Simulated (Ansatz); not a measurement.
Relaxation of C$_{3}$H$_{9}$BOSi$_{2}$ (16 atoms, charge 0, multiplicity 1), to a largest force component of 0.02 eV/Å in at most 50 steps.

Level of theory: RKS r2SCAN-D4/STO-3G in Ansatz.

```xyz
16
Properties=species:S:1:pos:R:3:forces:R:3
Si 1.705 -0.315 1.835 -1.23 3.34 1.24
C 0.529 -0.062 0.365 4.36 -0.02 1.23
C 0.940 -0.445 -0.864 -4.96 -0.34 -1.40
B 0.160 -0.288 -2.151 -4.90 0.34 0.56
O -0.953 0.725 -2.248 1.92 -1.26 -0.77
Si -1.970 0.462 -0.877 -0.70 0.05 0.72
C -0.806 0.558 0.622 -3.49 -1.84 0.28
H 2.019 -1.678 1.980 0.24 -1.08 0.10
H 0.995 0.240 3.082 1.00 -0.92 -1.43
H 2.895 0.494 1.623 0.07 -0.34 0.13
H 1.277 0.059 -2.133 5.27 1.48 -0.17
H 0.224 -1.075 -3.007 0.06 -0.18 -0.39
H -3.067 1.501 -0.811 1.15 -0.85 -0.20
H -2.596 -0.883 -0.943 0.29 0.73 -0.04
H -0.701 1.612 0.881 0.73 0.51 0.36
H -1.321 0.077 1.488 0.18 0.38 -0.22
```

**Question.** Where does it end, and by what steps?

**Answer.** The forces met the threshold. The force dipped under the threshold on the way, but the program's further checks kept it going. Limits of this set-up: minimal basis. After 28 steps the energy has fallen by 6.849 eV; H11 moved furthest, 1.26 Å. Parted: B4–H11 (1.17 → 2.28 Å). Joined: C3–H11 (1.41 → 1.10 Å).

| step | energy less start (eV) | largest force component (eV/Å) | accepted |
| --- | --- | --- | --- |
| 0 | 0.0000 | 5.274 | yes |
| 1 | -1.7314 | 2.302 | yes |
| 2 | -2.3471 | 1.462 | yes |
| 3 | -2.8636 | 3.037 | yes |
| 4 | -3.7318 | 4.880 | yes |
| 5 | -4.7587 | 5.230 | yes |
| 6 | -5.7834 | 2.136 | yes |
| 7 | -6.2441 | 0.981 | yes |
| 8 | -6.5277 | 0.841 | yes |
| 9 | -6.6955 | 0.547 | yes |
| 10 | -6.7817 | 0.891 | yes |
| 11 | -6.8059 | 0.499 | yes |
| 12 | -6.7976 | 0.806 | no |
| 13 | -6.8120 | 0.585 | yes |
| 14 | -6.8150 | 0.280 | yes |
| 15 | -6.8231 | 0.086 | yes |
| 16 | -6.8251 | 0.099 | yes |
| 17 | -6.8270 | 0.159 | yes |
| 18 | -6.8293 | 0.214 | yes |
| 19 | -6.8323 | 0.197 | yes |
| 20 | -6.8363 | 0.217 | yes |
| 21 | -6.8392 | 0.205 | yes |
| 22 | -6.8427 | 0.154 | yes |
| 23 | -6.8459 | 0.082 | yes |
| 24 | -6.8475 | 0.059 | yes |
| 25 | -6.8482 | 0.091 | yes |
| 26 | -6.8491 | 0.022 | yes |
| 27 | -6.8493 | 0.011 | yes |
| 28 | -6.8493 | 0.015 | yes |

```xyz
16
Properties=species:S:1:pos:R:3
Si 1.713 -0.190 1.710
C 0.529 -0.008 0.266
C 0.930 -0.142 -1.024
B 0.050 0.010 -2.305
O -1.284 0.208 -2.306
Si -2.131 0.295 -0.803
C -0.929 0.336 0.643
H 1.272 -1.268 2.571
H 1.723 1.029 2.492
H 3.047 -0.469 1.231
H 1.995 -0.367 -1.184
H 0.564 -0.048 -3.364
H -2.941 1.495 -0.870
H -2.993 -0.869 -0.753
H -0.941 1.333 1.115
H -1.271 -0.362 1.425
```

Whether the end is a true minimum wasn't checked by a vibrational analysis.

Time of the run: 4.5 min on 1 thread of Arm Neoverse V1, on a shared host, peak memory 0.19 GiB.
